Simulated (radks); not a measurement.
Ionisation of the tantalum ion Ta2+, [Xe] 4f14 5d3, to [Xe] 4f14 5d2 as the strength of local exchange is varied. Method: scalar-relativistic Kohn-Sham, Slater X-alpha exchange (alpha = 2/3 is LDA exchange), no correlation, spin-unpolarised, spherical densities, finite nucleus; Fermi nuclear charge, rms radius 5.3507 fm; computed with a radial shooting solver on a logarithmic mesh with Libxc functionals.

| alpha | E(Ta2+) (hartree) | exchange (hartree) | IE (eV) | -e of the level emptied (eV) | <r> of it (bohr) |
|---|---|---|---|---|---|
| 0.667 | -15584.9128 | -298.1035 | 22.566 | 17.332 (5d) | 2.012 |
| 0.684 | -15592.5491 | -305.8628 | 22.800 | 17.542 (5d) | 2.001 |
| 0.693 | -15596.5935 | -309.9739 | 22.924 | 17.654 (5d) | 1.996 |
| 0.858 | -15670.9404 | -385.7398 | 25.287 | 19.795 (5d) | 1.904 |
| 0.896 | -15688.1164 | -403.2951 | 25.855 | 20.313 (5d) | 1.885 |
| 0.927 | -15702.1434 | -417.6458 | 26.324 | 20.742 (5d) | 1.869 |

NIST Atomic Spectra Database: 23 +/- 1.6 eV (theoretical). The Delta-SCF value meets it near alpha = 0.71. Spin polarisation and multiplet splitting are left out, so open shells lie too high by an amount that depends on their filling. Spin-orbit splitting is averaged out at the scalar-relativistic level.

Beside tabulated values, note that spin-unpolarised runs miss the spin-polarisation part of the exchange energy of open shells.
